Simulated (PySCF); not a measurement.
# Nuclear quadrupole coupling in `CC(=O)[P@](C)(=O)CCCO`

C6H13O3P.
Structure used (GFN2-xTB), in Å, numbered top down from 1:
```xyz
23
C6H13O3P angstrom
C      2.8234   -1.7989   -0.2763
C      2.1811   -0.4869   -0.5605
O      2.6311    0.3876   -1.2525
P      0.5127   -0.2746    0.2782
C      0.7596    1.1982    1.3373
O      0.0739   -1.4911    0.9923
C     -0.5373    0.2298   -1.1559
C     -1.7989    1.0137   -0.8099
C     -2.7565    0.2531    0.1157
O     -2.2820    0.1606    1.4330
H      3.8010   -1.8828   -0.7446
H      2.8964   -1.9228    0.8041
H      2.1577   -2.5856   -0.6321
H      1.4525    0.9262    2.1319
H      1.1622    2.0239    0.7587
H     -0.1981    1.4652    1.7812
H     -0.8006   -0.7024   -1.6665
H      0.0947    0.8222   -1.8206
H     -1.5332    1.9570   -0.3291
H     -2.3273    1.2448   -1.7378
H     -3.7004    0.8044    0.1746
H     -2.9632   -0.7408   -0.3012
H     -1.6535   -0.5739    1.4901
```

Field gradients from the PBE0/pcSseg-1 density (PySCF, non-relativistic), principal values in atomic units, ordered |Vxx| ≤ |Vyy| ≤ |Vzz|:

```tsv
atom	Vxx	Vyy	Vzz
O3	0.4354	1.5287	-1.9641
O6	-0.3136	-0.5353	0.8490
O10	-0.0130	-1.7647	1.7777
```

Task: Find the asymmetry η = (Vxx − Vyy)/Vzz and the couplings χ = eQV/h (234.96 MHz × Q in barn × V in au), with Q(17O) = −0.0256 b.

Result: 
| atom | environment | nucleus | η | χzz (MHz) | χxx (MHz) | χyy (MHz) |
| --- | --- | --- | --- | --- | --- | --- |
| O3 | carbonyl oxygen | 17O | 0.56 | 11.81 | -2.62 | -9.20 |
| O6 | phosphoryl oxygen | 17O | 0.26 | -5.11 | 1.89 | 3.22 |
| O10 | alcohol oxygen | 17O | 0.99 | -10.69 | 0.08 | 10.61 |

At O10 η is above 0.9: Vyy and Vzz are nearly equal in size and opposite in sign, so a small change could swap them and flip the sign of χzz. The tensor is traceless: Vxx + Vyy + Vzz = 0.

Task: What is Vzz at O3 in SI units (1 au = 9.71736 × 10²¹ V/m²)?

Result: -1.9641 au = -19.086 × 10²¹ V/m².

Task: What couplings would deuterons (Q(2H) = 0.00286 b) have in place of the hydrogens, at this geometry?

Result: 
```tsv
atom	bonded to	bond length (Å)	Vzz (au)	η	χzz (kHz)
H11	C1	1.087	0.3125	0.01	210
H12	C1	1.090	0.3070	0.05	206
H13	C1	1.090	0.3066	0.05	206
H14	C5	1.089	0.3138	0.02	211
H15	C5	1.086	0.3178	0.01	214
H16	C5	1.089	0.3032	0.00	204
H17	C7	1.095	0.2988	0.04	201
H18	C7	1.092	0.3005	0.02	202
H19	C8	1.092	0.3028	0.03	204
H20	C8	1.093	0.3029	0.03	204
H21	C9	1.095	0.2926	0.05	197
H22	C9	1.097	0.2871	0.06	193
H23	O10	0.968	0.4088	0.13	275
```

The structure is a single GFN2-xTB conformer in the gas phase; no vibrational or solvent corrections. GFN2-xTB bond lengths can be off by several hundredths of an ångström, more for odd bonds, and the gradients follow them. These gradients aren't converged with respect to the basis.
